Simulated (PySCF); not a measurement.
Compound: C5H9NO2Si.
Atom-mapped SMILES: `[CH3:1][C:2](=[O:3])[NH:4][Si@H:5]1[CH:6]=[CH:7][CH2:8][O:9]1`

Probes without a nucleus sit at each ring's centroid and 1 Å off its mean plane on both sides; NICS is minus the shielding there, NICSzz its component along the normal. Level: GIAO PBE0/pcSseg-1 (PySCF, non-relativistic, gas phase) on the GFN2-xTB geometry, one conformer.

Ring bond lengths (Å), with Mayer bond orders in brackets: Si5–C6 1.876 (0.89), C6–C7 1.327 (1.87), C7–C8 1.497 (1.04), C8–O9 1.400 (0.91), O9–Si5 1.644 (0.98).

Question: Give the NICS values of each ring in ppm.

Answer: 
| ring | type | NICS(0) | NICS(1), two faces | NICS(1)zz, two faces | rms pucker (Å) | centre to ring atoms, mean (Å) |
| --- | --- | --- | --- | --- | --- | --- |
| Si5–C6–C7–C8–O9 | 5-membered ring with O and Si; formal bonds 1 double, 4 single | -4.1 | -3.5 / -3.2 | -5.1 / -5.8 | 0.05 | 1.31 |

Question: What can be read from them?

Answer: 
- Si5–C6–C7–C8–O9: mean NICS(1)zz -5.5 ppm, shielded. Si5, C8 have four or more neighbours; no verdict on aromaticity is drawn.

Question: What field does 7.05 T along the ring normal induce along that normal at the second NICS(1) probe listed for ring Si5–C6–C7–C8–O9, 1 Å off the ring?

Answer: NICSzz × B0 = -5.8 ppm × 7.05 T = -41 μT, against the applied field.

Question: How shielded are the nuclei of the rings and their hydrogens (means over atoms taken as equivalent)?

Answer: 
```json
{"atoms": "Si5", "environment": "oxygen-bound silicon", "σ isotropic (ppm)": "359.6"}
{"atoms": "C6", "environment": "alkene CH carbon", "σ isotropic (ppm)": "53.7"}
{"atoms": "C7", "environment": "alkene CH carbon", "σ isotropic (ppm)": "26.7"}
{"atoms": "C8", "environment": "sp3 carbon bound to oxygen", "σ isotropic (ppm)": "110.1"}
{"atoms": "O9", "environment": "silyl ether oxygen", "σ isotropic (ppm)": "299.1"}
{"atoms": "H on Si5", "environment": "Si–H hydrogen", "σ isotropic (ppm)": "26.08"}
{"atoms": "H on C6", "environment": "vinylic hydrogen", "σ isotropic (ppm)": "25.25"}
{"atoms": "H on C7", "environment": "vinylic hydrogen", "σ isotropic (ppm)": "24.42"}
{"atoms": "H on C8", "environment": "methylene hydrogen", "σ isotropic (ppm)": "26.87"}
{"atoms": "H on C8", "environment": "methylene hydrogen", "σ isotropic (ppm)": "26.86"}
```

Shape of the structure used: `[CH3:1][C:2](=[O:3])[NH:4][Si@H:5]1[CH:6]=[CH:7][CH2:8][O:9]1`: C1–C2–N4–Si5 175°, C2–N4–Si5–C6 81°.
